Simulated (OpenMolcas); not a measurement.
# 5s² 5p³ along the 51-electron sequence

```json
{"Program": "OpenMolcas 26.06", "Method": "SS-CASPT2, IPEA 0.25 Eh, imaginary shift 0.1 Eh", "Basis": "ANO-RCC-VQZP", "Scalar Hamiltonian": "DKH2, point nucleus", "Spin-orbit coupling": "RASSI with atomic mean-field integrals over the reference wave functions, term energies averaged over their components"}
```

Active space for each ion: 3 electrons in 3 orbitals (5p); closed shells correlated by CASPT2: 4d 5s.

Computed levels in cm-1 above ⁴S°_3/2:

| Level | Sb | Te+ | I2+ |
| --- | --- | --- | --- |
| ²D°_3/2 | 9260 | 10900 | 12310 |
| ²D°_5/2 | 10310 | 12710 | 15030 |
| ²P°_1/2 | 17380 | 21430 | 25040 |
| ²P°_3/2 | 18900 | 24150 | 29330 |
| weight of ⁴S° in the lowest level (%) | 97 | 95 | 92 |

Measured, with the error of the calculation in %. Measured levels: Sb, Te+ from NIST Handbook of Basic Atomic Spectroscopic Data.

```json
{"Level": "²D°_3/2", "Sb": "8512 (+8.7)", "Te+": "10222 (+6.6)"}
{"Level": "²D°_5/2", "Sb": "9854 (+4.6)", "Te+": "12422 (+2.3)"}
{"Level": "²P°_1/2", "Sb": "16395 (+6.0)", "Te+": "20547 (+4.3)"}
{"Level": "²P°_3/2", "Sb": "18464 (+2.4)", "Te+": "24032 (+0.5)"}
```

²D°_3/2 changes by a factor of 1.33 over the same range, with steps per unit of Z of +1640, +1410 cm-1.

CASPT2 breaks the degeneracy within a term, and the mean is taken; among the terms shown or strongly mixed into the levels shown the widest spread is 370 cm-1 (5s² 5p³ ²D°, Sb). With the s shell closed, the reference lacks s² → p² mixing. Computed and measured levels are paired by configuration, term and J; levels that our copy of the source lacks, or whose pairing is in doubt (as where it misses far off the trend of its configuration), stay unpaired and out of the deviations. Only configurations of the active space appear.

° marks odd parity.
